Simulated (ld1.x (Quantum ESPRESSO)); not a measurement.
The numbers below are computed, except where a source is named.
# Potentials for oxygen compared

Generated with ld1.x 7.5 (TM, RRKJ, ultrasoft, PAW), atompaw 4.2 or ONCVPSP 4.0.1. The cutoff is in Ry: for ld1.x and atompaw files where the sum of valence levels is converged to 10 mRy in a Bessel basis, for ONCV files where the hardest occupied wave has 1 mHa per electron of residual kinetic energy. The error is the largest all-electron minus pseudo excitation energy over each file’s own four to seven test configurations (ionisations up to +4, promotions, holes and added fractions of an electron), all of which were solved. The labels leave out finer settings (local radius, basis sizes, second energies), which also bear on the numbers. Spin-polarised tests are not counted. The rows are a selection from randomly drawn settings: files with unsolved tests, undetermined cutoffs or missed reference levels are left out.

| potential | cutoff (Ry) | largest error (meV) | bound ghosts |
| --- | --- | --- | --- |
| TM, LDA (PZ), non-relativistic, rc 0.95/1.15/1.05 (spd), local d, core correction no, reference 2s1 2p5 | 90 | +517 | none |
| PAW, LDA (PZ), scalar-relativistic, rc 1.00/1.45 (sp), local smoothed, core correction yes, reference 2s2 2p4 | 35 | -2.2 | none |
| RRKJ, PBE, non-relativistic, rc 0.60/1.10 (sp), local p, core correction yes, reference 2s2 2p3 | 200 | +576 | none |
| PAW, PBE, scalar-relativistic, rc 0.90/2.30 (sp), local smoothed, core correction yes, reference 2s2 2p4 | 18 | -97 | none |
| TM, LDA (PZ), scalar-relativistic, rc 0.80/0.90/0.85 (spd), local smoothed, core correction no, reference 2s2 2p2 | 140 | +402 | none |
| TM, LDA (PZ), fully relativistic, rc 0.80/1.80 (sp), local s, core correction no, reference 2s2 2p4 | 80 | +1621 | none |
| TM, PBE, non-relativistic, rc 0.85/0.90/0.70 (spd), local smoothed, core correction yes, reference 2s2 2p4 | 140 | +116 | none |
| TM, PBE, non-relativistic, rc 0.90/1.55/1.40 (spd), local p, core correction yes, reference 2s1.5 2p4.5 | 70 | +923 | none |

Problem. Fill in the row for O: PAW, LDA (PZ), scalar-relativistic, rc 1.10/1.50 (sp), local smoothed, core correction yes, reference 2s2 2p4.

Solution. cutoff 35 Ry, largest error +23 meV, bound ghosts: none.
